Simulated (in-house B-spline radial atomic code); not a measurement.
Configurations of Fe5+, with energies counted from [Ar] 3d3. Method: non-relativistic BHandHLYP, spin-polarised, spherical fractional occupations, exact exchange averaged over the configuration, point nucleus. Calculated with an all-electron radial atomic-structure program (B-spline basis). Shells without spins written out take the highest spin.

Occupations are held fixed; configurations that lie above the ionisation limit could autoionise.

| configuration | E - E(ref) (eV) | highest orbital | its <r> (bohr) |
| --- | --- | --- | --- |
| [Ar] 3d2 4f1 | 67.787 | 4f up | 2.769 |
| [Ne] 3s2 3p5 3d3 4s1 | 83.004 | 4s up | 1.899 |
| [Ne] 3s2 3p5 3d3 4f1 | 117.72 | 4f up | 2.753 |

Q: Order these further configurations by energy, lowest first.
A. [Ne] 3s2 3p5 3d4
B. [Ne] 3s2 3p5 3d3 4p1
C. [Ar] 3d2 4s1
D. [Ar] 3d2 4p1

A: C (33.214 eV), D (42.596 eV), A (48.631 eV), B (92.416 eV).
